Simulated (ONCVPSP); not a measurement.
**beryllium (Be), ONCV: configuration errors across variants**

ONCVPSP 4.0.1 input, shortened (lines: element, Z, core and valence counts, functional; n l f; lmax; l rc ep ncon nbas qcut; lloc lpopt rc5 dvloc0; l nproj debl; icmod fcfact rcfact), PBE, non-relativistic:

```
  Be 4.00    1    1        4      upf
    1    0    2.00
    2    0    2.00
    1
    0    2.20    0.00    4    8    3.70
    1    1.85    0.13    3    7    5.40
    4    2    1.20    6.00
    0    2    0.70
    1    1    1.20
    3    2.50    1.00
```

In the p channel the program set the typed energies aside and used 0.050 Ha.

All-electron excitation energies from the reference (eV): (1) 2s1 9.549; (2) 2s1.5 3.760; (3) 2s1 2p1 3.610.

Errors AE − PS in meV (a dash: test not solved or not reliable):

| change | (1) | (2) | (3) | bound ghosts | GHOST(+) flags above zero |
| --- | --- | --- | --- | --- | --- |
| base | +7.4 | +0.7 | -2.2 | none | none |
| s: rc 1.7 | +10 | +1.2 | -0.5 | none | none |
| core correction Teter function, fcfact 2.5, rcfact 1.76 | +0.5 | +0.1 | -0.4 | none | none |
| local potential polynomial inside 1.20 bohr (lpopt 2, dvloc0 -1.5 Ha) | +7.4 | +0.7 | -2.0 | none | none |

**Question.** Give the same row for: s: rc 1.52.

**Answer.** +11, +1.3, -0.3; bound ghosts: none; GHOST(+) flags above zero: none.
